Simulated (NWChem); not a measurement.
All runs are NWChem calculations. System: BrSi, charge 0, spin multiplicity 2, at a geometry optimised with UPBE0/def2-SVP. The structure started from a generated list of species. Its SCF solution wasn't tested for a lower state. Level: UB3LYP/def2-TZVP, VWN1-RPA local correlation.

NWChem printed:

```
             Northwest Computational Chemistry Package (NWChem) 7.3.0
             --------------------------------------------------------

                                NWChem Input Module
                                -------------------

 Scaling coordinates for geometry "geometry" by  1.889725989
 (inverse scale =  0.529177249)

 Turning off AUTOSYM since
 SYMMETRY directive was detected!

                             Geometry "geometry" -> ""
                             -------------------------

 Output coordinates in angstroms (scale by  1.889725989 to convert to a.u.)

  No.       Tag          Charge          X              Y              Z
 ---- ---------------- ---------- -------------- -------------- --------------
    1 Si                  14.0000     0.00000000     0.00000000     1.59956600
    2 Br                  35.0000     0.00000000     0.00000000    -0.63982600

 Effective nuclear repulsion energy (a.u.)     115.7889516484

            Nuclear Dipole moment (a.u.)
            ----------------------------
        X                 Y               Z
 ---------------- ---------------- ----------------
     0.0000000000     0.0000000000     0.0000264562

      Symmetry information
      --------------------

 Group name             C2v
 Group number             16
 Group order               4
 No. of unique centers     2

      Symmetry unique atoms

     1    2


 Summary of "ao basis" -> "" (spherical)
 ------------------------------------------------------------------------------
       Tag                 Description            Shells   Functions and Types
 ---------------- ------------------------------  ------  ---------------------
 *                         def2-tzvp                  on all atoms

                                 NWChem DFT Module
                                 -----------------

 Summary of "ao basis" -> "ao basis" (spherical)
 ------------------------------------------------------------------------------
       Tag                 Description            Shells   Functions and Types
 ---------------- ------------------------------  ------  ---------------------
 Si                        def2-tzvp                13       37   5s5p2d1f
 Br                        def2-tzvp                16       48   6s5p4d1f

 Summary of "ao basis" -> "ao basis" (spherical)
 ------------------------------------------------------------------------------
       Tag                 Description            Shells   Functions and Types
 ---------------- ------------------------------  ------  ---------------------
 Si                        def2-tzvp                13       37   5s5p2d1f
 Br                        def2-tzvp                16       48   6s5p4d1f

      Symmetry analysis of basis
      --------------------------

        a1         37
        a2          8
        b1         20
        b2         20

            General Information
            -------------------
          SCF calculation type: DFT
          Wavefunction type:  spin polarized.
          No. of atoms     :     2
          No. of electrons :    49
           Alpha electrons :    25
            Beta electrons :    24
          Charge           :     0
          Spin multiplicity:     2
          Use of symmetry is: on ; symmetry adaption is: on
          Maximum number of iterations: 100
          AO basis - number of functions:    85
                     number of shells:    29
          Convergence on energy requested:  1.00D-06
          Convergence on density requested:  1.00D-05
          Convergence on gradient requested:  5.00D-04

              XC Information
              --------------
                         B3LYP Method XC Potential
                     Hartree-Fock (Exact) Exchange  0.200
                        Slater Exchange Functional  0.800 local
                    Becke 1988 Exchange Functional  0.720 non-local
              Lee-Yang-Parr Correlation Functional  0.810
                  VWN I RPA Correlation Functional  0.190 local

             Grid Information
             ----------------
          Grid used for XC integration:  medium
          Radial quadrature: Mura-Knowles
          Angular quadrature: Lebedev.
[...]
    76     -0.584922  2 Br d  0              58     -0.547314  2 Br pz
    28      0.320951  1 Si d  0               3      0.234973  1 Si s
    14      0.168038  1 Si pz                52      0.156232  2 Br pz

                     DFT Final Beta Molecular Orbital Analysis
                     -----------------------------------------

 Vector   22  Occ=1.000000D+00  E=-3.271998D-01  Symmetry=b1
              MO Center= -1.7D-15, -2.5D-15, -4.3D-01, r^2= 1.8D+00
   Bfn.  Coefficient  Atom+Function         Bfn.  Coefficient  Atom+Function
  ----- ------------  ---------------      ----- ------------  ---------------
    53      0.487848  2 Br px                47     -0.342505  2 Br px
    50      0.312668  2 Br px                56      0.288843  2 Br px
    15      0.123887  1 Si px                44      0.104445  2 Br px
    18      0.058570  1 Si px                 6     -0.045806  1 Si px
    12      0.042278  1 Si px                29      0.036545  1 Si d  1

 Vector   23  Occ=1.000000D+00  E=-3.181751D-01  Symmetry=b2
              MO Center=  2.0D-15,  8.4D-15, -4.7D-01, r^2= 1.7D+00
   Bfn.  Coefficient  Atom+Function         Bfn.  Coefficient  Atom+Function
  ----- ------------  ---------------      ----- ------------  ---------------
    54      0.491966  2 Br py                48     -0.346573  2 Br py
    51      0.317460  2 Br py                57      0.296970  2 Br py
    45      0.105656  2 Br py                16      0.100387  1 Si py
    19      0.049438  1 Si py                 7     -0.039618  1 Si py
    13      0.037240  1 Si py                27     -0.032874  1 Si d -1

 Vector   24  Occ=1.000000D+00  E=-3.067355D-01  Symmetry=a1
              MO Center=  2.4D-15, -1.3D-14,  1.0D+00, r^2= 3.5D+00
   Bfn.  Coefficient  Atom+Function         Bfn.  Coefficient  Atom+Function
  ----- ------------  ---------------      ----- ------------  ---------------
     5      0.436468  1 Si s                  4      0.416886  1 Si s
    55     -0.357194  2 Br pz                49      0.246989  2 Br pz
     3     -0.243214  1 Si s                 17      0.237431  1 Si pz
    52     -0.225047  2 Br pz                58     -0.225004  2 Br pz
    14      0.106606  1 Si pz                 8     -0.099887  1 Si pz

 Vector   25  Occ=0.000000D+00  E=-1.122612D-01  Symmetry=b1
              MO Center=  2.0D-15, -7.3D-15,  1.4D+00, r^2= 3.2D+00
   Bfn.  Coefficient  Atom+Function         Bfn.  Coefficient  Atom+Function
  ----- ------------  ---------------      ----- ------------  ---------------
    18      0.515310  1 Si px                15      0.473445  1 Si px
    56     -0.214954  2 Br px                12      0.172911  1 Si px
     6     -0.165452  1 Si px                53     -0.165857  2 Br px
    47      0.123297  2 Br px                50     -0.123662  2 Br px
     9     -0.078200  1 Si px                77     -0.045795  2 Br d  1

 Vector   26  Occ=0.000000D+00  E=-8.257061D-02  Symmetry=b2
              MO Center= -7.7D-15,  3.0D-15,  1.5D+00, r^2= 3.3D+00
   Bfn.  Coefficient  Atom+Function         Bfn.  Coefficient  Atom+Function
  ----- ------------  ---------------      ----- ------------  ---------------
    19      0.572192  1 Si py                16      0.424952  1 Si py
    57     -0.216226  2 Br py                13      0.175703  1 Si py
     7     -0.161092  1 Si py                54     -0.149844  2 Br py
    51     -0.115268  2 Br py                48      0.113161  2 Br py
    10     -0.076217  1 Si py                75      0.053039  2 Br d -1

 Vector   27  Occ=0.000000D+00  E=-1.028445D-02  Symmetry=a1
              MO Center= -3.4D-17, -7.7D-16,  1.2D+00, r^2= 5.2D+00
   Bfn.  Coefficient  Atom+Function         Bfn.  Coefficient  Atom+Function
  ----- ------------  ---------------      ----- ------------  ---------------
    20      0.876051  1 Si pz                43      0.618002  2 Br s
    58      0.549873  2 Br pz                 5     -0.440470  1 Si s
    17      0.352657  1 Si pz                 4     -0.228547  1 Si s
    55      0.190992  2 Br pz                42      0.171693  2 Br s
    52      0.161959  2 Br pz                49     -0.152244  2 Br pz

   alpha - beta orbital overlaps
   -----------------------------

   alpha      1      2      3      4      5      6      7      8      9     10
    beta      1      2      3      4      5      6      7      8      9     10
 overlap   1.000  1.000  1.000  1.000  1.000  1.000  1.000  1.000  1.000  1.000

   alpha     11     12     13     14     15     16     17     18     19     20
    beta     11     12     14     13     15     16     17     18     19     20
 overlap   1.000  1.000  1.000  1.000  0.999  1.000  1.000  1.000  0.999  1.000

   alpha     21     22     23     24     25     26     27     28     29     30
    beta     21     23     22     24     26     25     27     28     30     29
 overlap   0.995  0.996  1.000  0.995  0.992  1.000  0.999  0.998  0.994  1.000

   alpha     31     32     33     34     35     36     37     38     39     40
    beta     33     34     31     32     36     35     37     38     40     39
 overlap   0.995  0.730  0.806  0.921  0.994  1.000  1.000  0.992  0.995  0.993

   alpha     41     42     43     44     45     46     47     48     49     50
    beta     41     42     44     43     45     46     48     49     50     47
 overlap   0.996  0.999  0.999  1.000  0.996  0.999  0.999  1.000  0.986  0.990

   alpha     51     52     53     54     55     56     57     58     59     60
    beta     54     53     52     51     55     57     56     59     58     60
 overlap   0.997  0.996  1.000  0.990  0.993  0.995  0.998  0.996  1.000  0.957

   alpha     61     62     63     64     65     66     67     68     69     70
    beta     61     62     63     64     66     65     67     68     69     70
 overlap   1.000  0.957  1.000  1.000  1.000  1.000  0.965  1.000  0.964  1.000

   alpha     71     72     73     74     75     76     77     78     79     80
    beta     71     72     73     74     75     77     76     78     79     80
 overlap   1.000  1.000  1.000  1.000  1.000  1.000  1.000  1.000  1.000  1.000

   alpha     81     82     83     84     85
    beta     81     82     83     84     85
 overlap   1.000  1.000  1.000  1.000  1.000

     --------------------------
     Expectation value of S2:
     --------------------------
      <S2> =      0.7552 (Exact =     0.7500)

 center of mass
 --------------
 x =   0.00000000 y =   0.00000000 z =  -0.11177400

 moments of inertia (a.u.)
 ------------------
         371.107240848829           0.000000000000           0.000000000000
           0.000000000000         371.107240848829           0.000000000000
           0.000000000000           0.000000000000           0.000000000000

     Multipole analysis of the density
     ---------------------------------

     L   x y z        total         alpha         beta         nuclear
     -   - - -        -----         -----         ----         -------
     0   0 0 0     -0.000000    -25.000000    -24.000000     49.000000

     1   1 0 0      0.000000      0.000000     -0.000000      0.000000
     1   0 1 0     -0.000000     -0.000000      0.000000      0.000000
     1   0 0 1      0.346828     -1.201739      1.548540      0.000026

     2   2 0 0    -21.992738    -11.744588    -10.248151      0.000000
     2   1 1 0     -0.000000     -0.000000     -0.000000      0.000000
     2   1 0 1      0.000000     -0.000000      0.000000      0.000000
     2   0 2 0    -25.064973    -15.117348     -9.947624      0.000000
     2   0 1 1      0.000000      0.000000      0.000000      0.000000
     2   0 0 2    -22.609304   -106.231361    -95.462408    179.084466

 Task  times  cpu:        4.0s     wall:        4.0s

 Total times  cpu:        4.1s     wall:        4.1s
```

### Question
Write an NWChem input that would produce this output.

### Answer
Several could match; the one computed here: 
```
start mol
memory heap 200 mb stack 900 mb global 1100 mb
geometry units angstroms nocenter noautoz
  Si     0.000000     0.000000     1.599566
  Br     0.000000     0.000000    -0.639826
  symmetry group C2v
end
basis spherical
  * library def2-tzvp
end
dft
  xc b3lyp
  odft
  mult 2
  semidirect memsize 60000000 filesize 0
  iterations 100
end
task dft energy
```
